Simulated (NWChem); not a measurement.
System: CF$_{3}$, doublet; SMILES [C](F)(F)F

Here is an NWChem input.

```
start job
memory heap 200 mb stack 900 mb global 1100 mb
geometry units angstroms
  F     -0.324352     1.207697    -0.072238
  C      0.000000     0.000000     0.319767
  F     -0.883721    -0.884745    -0.072238
  F      1.208072    -0.322952    -0.072238
end
basis spherical
  F library 6-31g*
  C library 6-31g*
end
dft
  odft
  mult 2
  xc hfexch
  iterations 150
end
driver
  maxiter 120
end
task dft optimize
task dft freq
```

Parts of the log:

```
             Northwest Computational Chemistry Package (NWChem) 7.3.0
             --------------------------------------------------------

 C3  symmetry detected

                             Geometry "geometry" -> ""
                             -------------------------

 Output coordinates in angstroms (scale by  1.889725989 to convert to a.u.)

  No.       Tag          Charge          X              Y              Z
 ---- ---------------- ---------- -------------- -------------- --------------
    1 F                    9.0000     1.04008726     0.69422959    -0.07127364
    2 C                    6.0000     0.00000000    -0.00000000     0.32073136
    3 F                    9.0000    -1.12126410     0.55362720    -0.07127364
    4 F                    9.0000     0.08117683    -1.24785679    -0.07127364

 Effective nuclear repulsion energy (a.u.)     124.7851161591

      Symmetry information
      --------------------

 Group name             C3
 Group number              5
 Group order               3
 No. of unique centers     2

                                Z-matrix (autoz)
                                --------

 Units are Angstrom for bonds and degrees for angles

      Type          Name      I     J     K     L     M      Value
      ----------- --------  ----- ----- ----- ----- ----- ----------
    1 Stretch                  1     2                       1.31050
    2 Stretch                  2     3                       1.31050
    3 Stretch                  2     4                       1.31050
    4 Bend                     1     2     3               111.45588
    5 Bend                     1     2     4               111.45588
    6 Bend                     3     2     4               111.45588

  xc_inp: hfexch multiplicative factor not found.

                           NWChem Geometry Optimization
                           ----------------------------

 maximum gradient threshold         (gmax) =   0.000450
 rms gradient threshold             (grms) =   0.000300
 maximum cartesian step threshold   (xmax) =   0.001800
 rms cartesian step threshold       (xrms) =   0.001200
 fixed trust radius                (trust) =   0.300000
 source of zmatrix                         =   autoz

          -------------------
          Energy Minimization
          -------------------

 Using diagonal initial Hessian
 Scaling for Hessian diagonals: bonds = 1.00  angles = 0.25  torsions = 0.10

          --------
          Step   0

                                 NWChem DFT Module
                                 -----------------

 Summary of "ao basis" -> "ao basis" (spherical)
 ------------------------------------------------------------------------------
       Tag                 Description            Shells   Functions and Types
 ---------------- ------------------------------  ------  ---------------------
 F                           6-31g*                  6       14   3s2p1d
 C                           6-31g*                  6       14   3s2p1d

      Symmetry analysis of basis
      --------------------------

        a          20
        e+         18
        e-         18

  Rotation of axis

            General Information
            -------------------
          SCF calculation type: DFT
          Wavefunction type:  spin polarized.
          No. of atoms     :     4
          No. of electrons :    33
           Alpha electrons :    17
            Beta electrons :    16
          Charge           :     0
          Spin multiplicity:     2
          Use of symmetry is: on ; symmetry adaption is: on
          Maximum number of iterations: 150
          AO basis - number of functions:    56
                     number of shells:    24
          Convergence on energy requested:  1.00D-06
          Convergence on density requested:  1.00D-05
          Convergence on gradient requested:  5.00D-04

              XC Information
              --------------
                     Hartree-Fock (Exact) Exchange  1.000

      Superposition of Atomic Density Guess
      -------------------------------------

 Sum of atomic energies:        -335.77725022

      Non-variational initial energy
      ------------------------------

 Total energy =    -336.721048
 1-e energy   =    -716.755849
 2-e energy   =     255.249685
 HOMO         =      -0.091653
 LUMO         =       0.345568

   Symmetry analysis of molecular orbitals - initial alpha
   -------------------------------------------------------

  Numbering of irreducible representations:

     1 a           2 e+          3 e-

  Orbital symmetries:

[...]

      ----------------------
      Optimization converged
      ----------------------

  Step       Energy      Delta E   Gmax     Grms     Xrms     Xmax
  ---- ---------------- -------- -------- -------- -------- --------
@    3    -336.12756385 -2.1D-08  0.00001  0.00001  0.00006  0.00018
                                     ok       ok       ok       ok

                                Z-matrix (autoz)
                                --------

 Units are Angstrom for bonds and degrees for angles

      Type          Name      I     J     K     L     M      Value     Gradient
      ----------- --------  ----- ----- ----- ----- ----- ---------- ----------
    1 Stretch                  1     2                       1.30103    0.00000
    2 Stretch                  2     3                       1.30103    0.00000
    3 Stretch                  2     4                       1.30103    0.00000
    4 Bend                     1     2     3               111.26957    0.00001
    5 Bend                     1     2     4               111.26957    0.00001
    6 Bend                     3     2     4               111.26957    0.00001

                         Geometry "geometry" -> "geometry"
                         ---------------------------------

 Output coordinates in angstroms (scale by  1.889725989 to convert to a.u.)

  No.       Tag          Charge          X              Y              Z
 ---- ---------------- ---------- -------------- -------------- --------------
    1 F                    9.0000     1.03142437     0.68844735    -0.07165681
    2 C                    6.0000     0.00000000     0.00000000     0.32188087
    3 F                    9.0000    -1.11192508     0.54901603    -0.07165681
    4 F                    9.0000     0.08050071    -1.23746338    -0.07165681

 Effective nuclear repulsion energy (a.u.)     125.7600098370

      Symmetry information
      --------------------

 Group name             C3
 Group number              5
 Group order               3
 No. of unique centers     2

                Final and change from initial internal coordinates
                --------------------------------------------------

                                Z-matrix (autoz)
                                --------

 Units are Angstrom for bonds and degrees for angles

      Type          Name      I     J     K     L     M      Value       Change
      ----------- --------  ----- ----- ----- ----- ----- ---------- ----------
    1 Stretch                  1     2                       1.30103   -0.00947
    2 Stretch                  2     3                       1.30103   -0.00947
    3 Stretch                  2     4                       1.30103   -0.00947
    4 Bend                     1     2     3               111.26957   -0.18631
    5 Bend                     1     2     4               111.26957   -0.18631
    6 Bend                     3     2     4               111.26957   -0.18631

[...]

 Rotational Constants
 --------------------
 A=   0.371654 cm-1  (  0.534716 K)
 B=   0.371654 cm-1  (  0.534716 K)
 C=   0.192337 cm-1  (  0.276724 K)

 Temperature                      =   298.15K
 frequency scaling parameter      =   1.0000

 Zero-Point correction to Energy  =    8.505 kcal/mol  (  0.013553 au)
 Thermal correction to Energy     =   10.595 kcal/mol  (  0.016885 au)
 Thermal correction to Enthalpy   =   11.188 kcal/mol  (  0.017829 au)

 Total Entropy                    =   61.429 cal/mol-K
   - Translational                =   38.594 cal/mol-K (mol. weight =  68.9952)
   - Rotational                   =   21.429 cal/mol-K (symmetry #  =        3)
   - Vibrational                  =    1.405 cal/mol-K

 Cv (constant volume heat capacity) =    9.344 cal/mol-K
   - Translational                  =    2.979 cal/mol-K
   - Rotational                     =    2.979 cal/mol-K
   - Vibrational                    =    3.385 cal/mol-K

[normal modes left out]

 ----------------------------------------------------------------------------
 Normal Eigenvalue ||           Projected Infra Red Intensities
  Mode   [cm**-1]  || [atomic units] [(debye/angs)**2] [(KM/mol)] [arbitrary]
 ------ ---------- || -------------- ----------------- ---------- -----------
    1       -0.000 ||    0.000005           0.000         0.005       0.001
    2       -0.000 ||    0.000211           0.005         0.205       0.028
    3       -0.000 ||    0.000000           0.000         0.000       0.000
    4       -0.000 ||    0.000238           0.005         0.232       0.031
    5       -0.000 ||    0.000001           0.000         0.001       0.000
    6        0.000 ||    0.000239           0.006         0.233       0.032
    7      549.383 ||    0.004235           0.098         4.129       0.559
    8      549.384 ||    0.004235           0.098         4.129       0.559
    9      756.127 ||    0.023081           0.532        22.500       3.046
   10     1217.170 ||    0.071021           1.639        69.235       9.371
   11     1439.999 ||    0.403078           9.299       392.941      53.187
   12     1440.001 ||    0.403078           9.299       392.941      53.187
 ----------------------------------------------------------------------------
```

Level: UHF/6-31G* (spherical d). In the optimisation the excess spin sits in a (C3, its own frame). No stability test was run on the SCF state.
